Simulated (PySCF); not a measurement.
# Calculated NMR data

PySCF 2.14 calculation with shielding tensors at PBE0/pcSseg-1 (GIAO), PBE0-D3(BJ)/def2-SVP structure and J couplings at B3LYP/pcJ-1; equivalent nuclei averaged, isolated molecule, a single conformation, relativity neglected.

Shifts are taken against calculated references (same method and geometry level): 1H and 13C against TMS. Multiplet labels drop J under 1 Hz and among equivalent protons, and merge close values. Unscaled 3J(H,H) run several per cent high. Where no couplings were computed, multiplicities follow the n + 1 count of equivalent neighbours, and m marks all less simple cases (inequivalent or close neighbours, rings, F or P nearby). Vicinal couplings that depend on rotamer populations or ring flexing (ring, CH–CH, X–H and H–F types) are those of the one conformer. One-bond C–F couplings are unscaled and too large by tens of Hz. Carbons bonded to boron are broad in practice. Shifts are as computed. Against solution values, carbons near 30 ppm lie about +2 ppm off and those near 130 ppm about +5 ppm; carbons on S a further +3 ppm. Of 1211 compounds with measured shifts, 218 miss one by over three times the rms of a fit or turn the order of signals round; such compounds aren't used in these exercises. OH and NH positions are gas-phase values without hydrogen bonding to other molecules.

**1.** SMILES n1c(B(O)O)ccc(S)c1, C₅H₆BNO₂S. 1H NMR (400 MHz, computed): δ 8.59 (s, 1H), 7.43 (d, 1H), 7.18 (d, 1H), 4.11 (br s, 2H), 3.72 (br s, 1H). 13C{1H} NMR (computed): δ 156.7, 152.7, 140.8, 135.0, 131.3.

**2.** SMILES F/C=C/CF, C₃H₄F₂. 1H NMR (400 MHz, computed): δ 6.91 (m, 1H), 5.30 (m, 1H), 5.10 (ddt, J = 53.0, 7.9, 3.3 Hz, 2H). 13C{1H} NMR (computed): δ 158.3 (CH, dd, J = 336.7, 21.8 Hz), 112.8 (CH, dd, J = 12.5, 11.0 Hz), 80.7 (CH2, dd, J = 238.4, 6.8 Hz).
